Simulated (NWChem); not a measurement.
## Ionisation of C2H5OS

```xyz
9

C      1.1966    -0.5560     0.8954
S      0.1391    -0.0945    -0.4018
C     -1.4636    -0.5034     0.3660
O      0.1729     1.3861    -0.6056
H      1.2411    -1.6133     1.1742
H      2.0641     0.0928     1.0424
H     -1.5869     0.1377     1.2488
H     -1.4994    -1.5697     0.6295
H     -2.2252    -0.2684    -0.3895
```
Charge 0, spin multiplicity 2.

Program: NWChem. The geometry was optimised at UPBE0/def2-SVP, a minimum by its harmonic frequencies. It is one conformer; others weren't searched.

Basis set: def2-TZVP. The species with one electron less has spin multiplicity 1 and keeps the geometry of the parent. Δ marks differences of total energies (open shells unrestricted). −ε marks an orbital energy of the parent. That orbital need not have the symmetry of the hole or added electron in the Δ rows. That singlet is a closed-shell solution.

B3LYP has NWChem's definition, with VWN1-RPA local correlation. The structure started from a generated list of species. No SCF solution was tested for a lower state.

Task: For the first vertical ionisation energy, −ε(alpha HOMO) of PBE gives 5.01 eV and −ε(alpha HOMO) of B3LYP gives 6.08 eV. What do −ε(alpha HOMO) of BP86, G0W0@LDA (SVWN5), ΔB3LYP give?

Result: −ε(alpha HOMO) of BP86: 5.11 eV; G0W0@LDA (SVWN5): 7.62 eV; ΔB3LYP: 8.56 eV.
